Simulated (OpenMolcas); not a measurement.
# Hf I: the spin-orbit constant, worked from levels

| Property | Result |
| --- | --- |
| Program | OpenMolcas 26.06 |
| Basis | ANO-RCC-VTZP [8s7p5d3f2g1h] |
| Scalar Hamiltonian | DKH2, point nucleus |
| Active space | 4 electrons in 6 orbitals (5d 6s) |
| State averaging | 2S+1 = 5 even, 15 roots (10 in the spin-orbit step); 2S+1 = 3 even, 55 roots; 2S+1 = 1 even, 50 roots |
| Spin-orbit coupling | state interaction with AMFI integrals over the reference wave functions, term energies averaged over their components |

Methods: CASSCF; MS-CASPT2, IPEA 0.25 Eh, imaginary shift 0.1 Eh (closed shells correlated: 5s 5p). Measured levels: NIST Handbook of Basic Atomic Spectroscopic Data.

**The spin-orbit constant.** For the Hund term ³F of d2, E(J) = (A/2) J(J+1) + constant and ζ = 2S·A = 2A. From J = 2 to J = 4 the energy changes by 7 A.

| Source | E(4) - E(2) | A | ζ |
| --- | --- | --- | --- |
| CASSCF | 4312.2 | 616.0 | 1232 |
| MS-CASPT2 | 4562.2 | 651.7 | 1303 |
| measured | 4567.6 | 652.5 | 1305 |

All in cm-1. MS-CASPT2 is off by -0.1 % and CASSCF by -5.6 %. Both methods take the spin-orbit matrix elements from the reference wave functions, so the second can move ζ only through the term energies and any multistate remixing. Second-order mixing with other terms is absorbed into this ζ.

Term energies are means over components that CASPT2 splits; among the terms shown or strongly mixed into the levels shown the widest spread is 1100 cm-1 (5d² 6s² ³F, MS-CASPT2). Over all roots computed the reference weight is 0.85 to 0.93 in MS-CASPT2; the roots of lowest weight are the least certain, and an intruder state may touch them. Some high roots are left out of the spin-orbit mixing, which shifts the levels that they would mix with. Without dynamic correlation excited terms often stand tens of per cent too high (terms of higher spin than the ground term too low), and those without a measured partner can miss by more than the paired ones (holds for CASSCF). Measured partners are found by configuration, term and J. A level has none where our copy of the source lacks it or the pairing is in doubt (some pairs that miss far off the trend of their configuration count as doubtful), and it then counts in no deviation. Levels of configurations outside the active space are missing.
